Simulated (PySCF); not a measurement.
AlBrClH₂N. Atoms are numbered in the order given.

```xyz
6

Al    -0.4139    -0.6109     0.0000
Cl     1.0148    -2.1404     0.0000
Br     0.2381     1.5343     0.0000
N     -2.1206    -1.0121     0.0000
H     -2.8721    -0.3322     0.0000
H     -2.4890    -1.9565     0.0000
```
Charge 0, spin multiplicity 1.

Geometry optimised at PBE0-D3(BJ)/def2-SVP. The structure was generated by enumeration; whether it is a known compound was not checked. One conformer was computed; it need not be the lowest.

Computed with PBE/def2-TZVP run with PySCF.

Isolated molecule, no solvent.

The total energy comes out as -3332.19160 hartree, the point group is Cs and the highest occupied level is -6.57 eV. The lowest empty level is -1.58 eV and the orbital gap is 4.99 eV. The dipole moment is 2.31 D, the quadrupole, principal values (traceless, Buckingham form, about the centre of nuclear charge) is -5.52, -1.07, 6.59 D·Å and the mean static polarisability comes out as 63.7 bohr³ (9.44 Å³). The polarisability, principal values is 49.6, 65.9, 75.7 bohr³.
